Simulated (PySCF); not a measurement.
O2Si, SMILES O=[Si][O] (connectivity only; charge and spin as stated), charge -1, multiplicity 2. Atoms are numbered in the order given.

```xyz
3

O      0.0000     1.4549     0.2593
Si     0.0000     0.0000    -0.2963
O      0.0000    -1.4549     0.2593
```
Charge -1, spin multiplicity 2.

The structure is a stationary point at B3LYP-D3(BJ)/def2-TZVPD. The isomer is the one that the SMILES or the coordinates give; other isomers of the formula were not compared.

These are PySCF with B3LYP/pcH-1 values and carry that method's errors.

Unrestricted Kohn–Sham, ⟨S²⟩ = 0.753. Hyperfine tensors hold the contact and dipolar terms, without spin-orbit corrections.

Computed hyperfine couplings:
| nucleus | A(iso) (MHz) | A(iso) (G) | dipolar principal values (MHz) |
|---|---|---|---|
| 17O no. 1 | -47.9 | -17.1 | -72.6, 33.8, 38.9 |
| 29Si no. 2 | -541.2 | -193.1 | -65.8, 23.4, 42.3 |
| 17O no. 3 | -47.9 | -17.1 | -72.6, 33.8, 38.9 |

Question: And the g tensor (effective nuclear charges for spin-orbit coupling, GIAO)? (Estimate from the structure and the level; the computed values follow.)

Answer: principal values 1.9962, 2.0012, 2.0039; isotropic 2.0005.
